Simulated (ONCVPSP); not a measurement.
# An all-electron radial function and its pseudo partner (hydrogen)

Columns: radius, all-electron u(r) and pseudo u(r) of the 1s shell (level -9.49 eV) of hydrogen in the configuration 1s0.75; PBE, scalar-relativistic, ONCV scheme, ONCVPSP 4.0.1.

```json
{"r (bohr)": "0.038", "all-electron": "0.0747", "pseudo": "0.0639"}
{"r (bohr)": "0.075", "all-electron": "0.1419", "pseudo": "0.1250"}
{"r (bohr)": "0.113", "all-electron": "0.2057", "pseudo": "0.1860"}
{"r (bohr)": "0.150", "all-electron": "0.2629", "pseudo": "0.2431"}
{"r (bohr)": "0.188", "all-electron": "0.3169", "pseudo": "0.2991"}
{"r (bohr)": "0.225", "all-electron": "0.3650", "pseudo": "0.3509"}
{"r (bohr)": "0.263", "all-electron": "0.4103", "pseudo": "0.4012"}
{"r (bohr)": "0.300", "all-electron": "0.4505", "pseudo": "0.4468"}
{"r (bohr)": "0.338", "all-electron": "0.4881", "pseudo": "0.4898"}
{"r (bohr)": "0.375", "all-electron": "0.5213", "pseudo": "0.5272"}
{"r (bohr)": "0.413", "all-electron": "0.5520", "pseudo": "0.5606"}
{"r (bohr)": "0.450", "all-electron": "0.5790", "pseudo": "0.5883"}
{"r (bohr)": "0.488", "all-electron": "0.6038", "pseudo": "0.6121"}
{"r (bohr)": "0.525", "all-electron": "0.6252", "pseudo": "0.6316"}
{"r (bohr)": "0.563", "all-electron": "0.6448", "pseudo": "0.6488"}
{"r (bohr)": "0.600", "all-electron": "0.6615", "pseudo": "0.6636"}
{"r (bohr)": "0.638", "all-electron": "0.6765", "pseudo": "0.6772"}
{"r (bohr)": "0.675", "all-electron": "0.6890", "pseudo": "0.6892"}
{"r (bohr)": "0.713", "all-electron": "0.7000", "pseudo": "0.7000"}
{"r (bohr)": "0.750", "all-electron": "0.7089", "pseudo": "0.7089"}
{"r (bohr)": "0.788", "all-electron": "0.7163", "pseudo": "0.7163"}
{"r (bohr)": "0.825", "all-electron": "0.7221", "pseudo": "0.7221"}
{"r (bohr)": "0.863", "all-electron": "0.7266", "pseudo": "0.7266"}
{"r (bohr)": "0.900", "all-electron": "0.7296", "pseudo": "0.7296"}
{"r (bohr)": "0.938", "all-electron": "0.7315", "pseudo": "0.7315"}
{"r (bohr)": "0.975", "all-electron": "0.7322", "pseudo": "0.7322"}
```

Problem. How many radial nodes do the two functions have?

Solution. The all-electron 1s function has n − l − 1 = 0; the pseudo-wave has 0.

Problem. At about which radius was the pseudo-wave matched?

Solution. 0.75 bohr. The columns agree to 0.0005 from 0.68 bohr on; several derivatives are matched, so the curves merge somewhat inside the radius.

Problem. Is the pseudo-wave norm-conserving?

Solution. Yes: the ONCV scheme keeps the norm inside the radius equal to the all-electron one, which fixes the energy derivative of the logarithmic derivative at the level.
